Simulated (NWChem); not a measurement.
System: MgI2; SMILES [I][Mg][I]

Input file for NWChem:

```
start job
memory heap 200 mb stack 900 mb global 1100 mb
geometry units angstroms noautosym nocenter noautoz
  Mg     0.000000     0.000000     0.019806
  I      2.549052     0.000000     0.019687
  I     -2.549052     0.000000     0.019687
end
basis spherical
  * library def2-svpd
end
ecp
  I library def2-ecp
end
dft
  xc xcamb88 1.00 lyp 0.81 vwn_5 0.19 hfexch 1.00
  cam 0.33 cam_alpha 0.19 cam_beta 0.46
  iterations 150
end
tddft
  cis
  nroots 6
  notriplet
end
task tddft energy
```

The geometry was optimised at PBE0/def2-SVP. Not confirmed as a minimum by frequencies. def2 effective core potentials on I; no spin-orbit coupling.

Vertical excitations in the gas phase.

Question: Predict the main results of this run. (CAM-B3LYP/def2-SVPD with def2 effective core potentials on I, TDA.) Quantities: lowest excitation, singlet (eV); oscillator strength of that lowest state; lowest state with f > 0.02, singlet (eV); oscillator strength of that bright state; orbital gap (eV).

Answer: The lowest excitation, singlet (eV) is 4.74. The oscillator strength of that lowest state comes out as 0.000 and the lowest state with f > 0.02, singlet (eV) is 4.96. The oscillator strength of that bright state comes out as 0.069. The orbital gap (eV) is 7.75.
